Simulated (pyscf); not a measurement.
Structures and frequencies: ωB97X-D3(BJ)/def2-SVP in PySCF.

SMILES: [SiH3][Si]([SiH3])([SiH3])[O][GeH3]
```xyz
18

Si     0.4408    -0.9392    -2.6280
Si    -0.0183     0.2337    -0.6592
Si    -1.4702     1.9941    -1.1284
Si     2.0201     1.1127     0.0850
O     -0.7199    -0.7658     0.4872
Ge     0.0639    -1.9871     1.5203
H      1.0578    -0.0033    -3.6167
H     -0.8038    -1.5139    -3.2206
H      1.4017    -2.0543    -2.3684
H     -2.7733     1.4851    -1.6487
H     -0.8407     2.8605    -2.1711
H     -1.7206     2.8166     0.0921
H      1.8602     1.8647     1.3656
H      3.0260     0.0270     0.2964
H      2.5419     2.0433    -0.9614
H      1.1299    -1.2751     2.3701
H     -1.0433    -2.5895     2.3883
H      0.7178    -3.0436     0.6146
```

Task: What is the homolytic dissociation enthalpy (298 K, ωB97M-D3(BJ)/def2-TZVP) of the O–Si bond of H₃Si–Si(SiH₃)(SiH₃)–O–GeH₃ (SMILES [SiH3][Si]([SiH3])([SiH3])[O][GeH3]), to H₃Si–Si•(SiH₃)–SiH₃ + •O–GeH₃?

Result: O–Si to H₃Si–Si•(SiH₃)–SiH₃ + •O–GeH₃: 4.85 eV. The 7 functionals that were run give +4.52 (PBE) to +4.94 eV (M06-2X). •O–GeH₃ lies 1.43 eV over its isomer HO–GeH₂• (electronic energy, ωB97M-D3(BJ)/def2-TZVP). Other isomers of H₃Si–Si•(SiH₃)–SiH₃ were not searched in full and may lie lower. Elements up to Kr have no core potential and no relativistic terms here.
